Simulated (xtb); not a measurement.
Cl4Sn (SMILES [Cl][Sn]([Cl])([Cl])[Cl]), singlet, at a GFN2-xTB geometry (such geometries of metal compounds can be far from the true shape); GFN0-xTB (xtb).

Input for xtb:
```
$ xtb mol.xyz --gfn 0 --json

# file mol.xyz
5

Cl    -1.80032643    -0.84416493    -1.18851803
Sn     0.00000000     0.00000000    -0.00000000
Cl    -0.31676548     2.26357933     0.37713794
Cl     1.94528107    -0.31513236    -1.21775939
Cl     0.17181084    -1.10428204     2.02913947
```

The log (banner, timings and long lists left out):

```
   ID    Z sym.   atoms
    1   17 Cl     1, 3-5
    2   50 Sn     2

           -------------------------------------------------
          |                Calculation Setup                |
           -------------------------------------------------

           -------------------------------------------------
          |                 G F N 0 - x T B                 |
           -------------------------------------------------

          ...................................................
          :                      SETUP                      :
          :.................................................:
          :  # basis functions                  50          :
          :  # atomic orbitals                  45          :
          :  # shells                           15          :
          :  # electrons                        32          :
          :  electronic temp.          300.0000000     K    :
          :  accuracy                    1.0000000          :
          :  -> integral cutoff          0.2500000E+02      :
          :  -> integral neglect         0.1000000E-07      :
          ...................................................

         :::::::::::::::::::::::::::::::::::::::::::::::::::::
         ::                     SUMMARY                     ::
         :::::::::::::::::::::::::::::::::::::::::::::::::::::
         :: total energy             -19.613440215769 Eh    ::
         :: gradient norm              0.013411407944 Eh/a0 ::
         :: HOMO-LUMO gap              4.447478136358 eV    ::
         ::.................................................::
         :: H0 energy                -19.557919455298 Eh    ::
         :: repulsion energy           0.013460323927 Eh    ::
         :: electrostat energy        -0.066714730708 Eh    ::
         :: -> Gsolv                   0.000000000000 Eh    ::
         ::    -> Gsasa                0.000000000000 Eh    ::
         ::    -> Gshift               0.000000000000 Eh    ::
         :: dispersion energy         -0.002266353690 Eh    ::
         :: short-range corr.          0.000000000000 Eh    ::
         :: add. restraining           0.000000000000 Eh    ::
         :: total charge               0.000000000000 e     ::
         :::::::::::::::::::::::::::::::::::::::::::::::::::::

           -------------------------------------------------
          |                Property Printout                |
           -------------------------------------------------

    * Orbital Energies and Occupations

         #    Occupation            Energy/Eh            Energy/eV
      -------------------------------------------------------------
         1        2.0000           -0.9770718             -26.5875
       ...           ...                  ...                  ...
         4        2.0000           -0.9725738             -26.4651
         5        2.0000           -0.7648898             -20.8137
         6        2.0000           -0.4964799             -13.5099
         7        2.0000           -0.4964799             -13.5099
         8        2.0000           -0.4964799             -13.5099
         9        2.0000           -0.4614635             -12.5571
        10        2.0000           -0.4614635             -12.5571
        11        2.0000           -0.4523698             -12.3096
        12        2.0000           -0.4523698             -12.3096
        13        2.0000           -0.4523698             -12.3096
        14        2.0000           -0.4499336             -12.2433
        15        2.0000           -0.4499336             -12.2433
        16        2.0000           -0.4499336             -12.2433 (HOMO)
        17                         -0.2864918              -7.7958 (LUMO)
        18                         -0.1369152              -3.7257
        19                         -0.1369152              -3.7257
        20                         -0.1369152              -3.7257
        21                         -0.0705398              -1.9195
        22                         -0.0705398              -1.9195
        23                         -0.0658023              -1.7906
        24                         -0.0658023              -1.7906
        25                         -0.0658023              -1.7906
        26                         -0.0645029              -1.7552
        27                         -0.0645029              -1.7552
       ...                                ...                  ...
        45                          0.6584768              17.9181
      -------------------------------------------------------------
                  HL-Gap            0.1634418 Eh            4.4475 eV
             Fermi-level            0.0000000 Eh            0.0000 eV

     #   Z          covCN         q      C6AA      α(0)
     1  17 Cl       0.808    -0.180   102.705    15.491
     2  50 Sn       3.233     0.720   329.045    34.542
     3  17 Cl       0.808    -0.180   102.705    15.491
     4  17 Cl       0.808    -0.180   102.705    15.491
     5  17 Cl       0.808    -0.180   102.705    15.491

 Mol. C6AA /au·bohr⁶  :       3416.712441
 Mol. C8AA /au·bohr⁸  :     214385.991911
 Mol. α(0) /au        :         96.505878

Wiberg/Mayer (AO) data.
largest (>0.10) Wiberg bond orders for each atom

 ---------------------------------------------------------------------------
     #   Z sym  total        # sym  WBO       # sym  WBO       # sym  WBO
 ---------------------------------------------------------------------------
     1  17 Cl   1.272 --     2 Sn   0.838     5 Cl   0.145     3 Cl   0.145
                             4 Cl   0.145
     2  50 Sn   3.351 --     5 Cl   0.838     3 Cl   0.838     4 Cl   0.838
                             1 Cl   0.838
     3  17 Cl   1.272 --     2 Sn   0.838     5 Cl   0.145     4 Cl   0.145
                             1 Cl   0.145
     4  17 Cl   1.272 --     2 Sn   0.838     5 Cl   0.145     3 Cl   0.145
                             1 Cl   0.145
     5  17 Cl   1.272 --     2 Sn   0.838     3 Cl   0.145     4 Cl   0.145
                             1 Cl   0.145
 ---------------------------------------------------------------------------

Topologies differ in total number of bonds
Writing topology from bond orders to xtbtopo.mol

 dipole moment from electron density (au)
     X       Y       Z
   0.0000   0.0000   0.0000  total (Debye):    0.000

           -------------------------------------------------
          | TOTAL ENERGY              -19.613440215769 Eh   |
          | GRADIENT NORM               0.013411407944 Eh/α |
          | HOMO-LUMO GAP               4.447478136358 eV   |
           -------------------------------------------------

normal termination of xtb
```
